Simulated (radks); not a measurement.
Q: Valence configurations of Sr+ (all share [Kr]). All-electron calculation, Dirac Kohn-Sham, PBE, spin-unpolarised, spherical densities, point nucleus; open shells fill j = l - 1/2 first. Program: a radial shooting solver on a logarithmic mesh with Libxc functionals. Order these by energy: 5p1; 5s1; 4d0.5 5s0.5; 4d1.

A: From the lowest, in eV above it: 5s1 0.000; 4d0.5 5s0.5 0.815; 4d1 1.731; 5p1 2.863. NIST lists [Kr] 5s1 as the ground configuration; this level of theory agrees among the configurations tried. The energies are those of spherical spin-averaged densities, not of single terms.
